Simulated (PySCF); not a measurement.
A species of formula C6H9N2 (doublet) has this rotational fingerprint, computed with PBE0-D3(BJ)/def2-SVP geometry optimisation, gas phase in PySCF:

```
Rotational constants : A = 4474, B = 1432, C = 1417 MHz
Dipole components    : |μa| = 2.02 D, |μb| = 2.38 D, |μc| = 0.59 D
Inertial defect      : -109.06 u·Å²
κ                    : -0.99
```

Question: Which structure is it? (One computed conformer of each.)
A. `[CH3:1][CH:2]([CH3:3])[c:4]1[n:5][cH:6][c:7][nH:8]1` (doublet state) with C1–C2–C4–N5 -118°
B. `[CH3:1][CH:2]([CH3:3])[C:4]1=[N:5][CH:6]=[CH:7][N:8]1` (doublet state) with C1–C2–C4–N5 -12°

Answer: A. It is CC(C)c1nc[c][nH]1. The candidates at the same level (rigid rotor, commonest isotopes):

```json
{"SMILES": "CC(C)C1=NC=C[N]1", "A (MHz)": "4289", "B (MHz)": "1660", "C (MHz)": "1258", "μa (D)": "0.83", "μb (D)": "0.02", "μc (D)": "0.02", "Δ (u·Å²)": "-20.54", "point group": "C1", "rotor": "asymmetric top"}
{"SMILES": "CC(C)c1nc[c][nH]1", "A (MHz)": "4474", "B (MHz)": "1432", "C (MHz)": "1417", "μa (D)": "2.02", "μb (D)": "2.38", "μc (D)": "0.59", "Δ (u·Å²)": "-109.06", "point group": "–", "rotor": "–"}
```

`CC(C)C1=NC=C[N]1` has B 16 % too high. No structure here is proved a minimum.
